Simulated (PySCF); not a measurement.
GeH₇NSSi, SMILES [SiH2]([S][GeH3])N.

Coordinates come from a B3LYP-D3(BJ)/def2-SVP optimisation. The structure was generated by enumeration, and PubChem lists no compound with its InChIKey, so it may never have been made. The values are those of a single conformer.

Two levels are set side by side: PBE/def2-TZVP (PySCF) and B3LYP/def2-TZVP (PySCF). Same geometry, gas phase. Differences are taken from unrounded values.

| quantity | B3LYP |
|---|---|
| orbital gap (eV) | 6.42 |
| highest occupied level (eV) | -6.87 |
| lowest empty level (eV) | -0.46 |
| dipole moment (D) | 2.20 |
| mean polarisability (bohr³) | 84.8 |

Q: What does PBE give, and how far is it from B3LYP? (Estimate from the structure and the level; the computed values follow.)

A: 
```tsv
quantity	PBE	PBE minus B3LYP
orbital gap (eV)	4.82	-1.59
highest occupied level (eV)	-5.90	0.98
lowest empty level (eV)	-1.07	-0.62
dipole moment (D)	2.22	0.02
mean polarisability (bohr³)	87.6	2.7
```

PBE's occupied levels lie high since its potential decays too fast outside the molecule; exact exchange lowers them and widens the gap. Loosely held outer electrons make PBE densities more polarisable. Differences between two approximate levels are no errors against the true value.

Rough cost on one machine, each run with all the roots and properties that it gave: B3LYP against PBE within a factor of 2.
